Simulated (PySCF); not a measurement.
PySCF 2.14 output of an unrestricted B3LYP calculation on a single atom or ion in aug-cc-pVTZ-DK (9s8p6d3f2g, 102 functions), with scalar relativity by spin-free X2C-1e:

```
SCF conv_tol = 1e-09
number electrons alpha = 24  beta = 19
    P. J. Stephens, F. J. Devlin, C. F. Chabalowski, and M. J. Frisch.,  J. Phys. Chem. 98, 11623 (1994)
cycle= 1 E= -4782.38832354482  delta_E= -0.0114  |g|= 0.0344  |ddm|= 0.383
cycle= 2 E= -4782.3884543988  delta_E= -0.000131  |g|= 0.0072  |ddm|= 0.0281
cycle= 3 E= -4782.38845877432  delta_E= -4.38e-06  |g|= 0.00132  |ddm|= 0.00542
cycle= 4 E= -4782.38845905912  delta_E= -2.85e-07  |g|= 0.000345  |ddm|= 0.00126
cycle= 5 E= -4782.38845908368  delta_E= -2.46e-08  |g|= 7.61e-06  |ddm|= 0.000241
cycle= 6 E= -4782.3884590837  delta_E= -2.09e-11  |g|= 7.77e-07  |ddm|= 5.49e-06
converged SCF energy = -4782.3884590837  <S^2> = 8.7506986  2S+1 = 6.0002329
```

The run itself started from symmetry-adapted Hartree-Fock orbitals and held the occupation by maximum overlap, on a logarithmic radial grid, so the iterations belong to that start.

Question: Which element, charge and spin multiplicity is this?

Answer: Rh(2+) (rhodium, charge +2), multiplicity 6; the state was [Kr] 4d6 5s1, high-spin 6D determinant (an excited configuration).
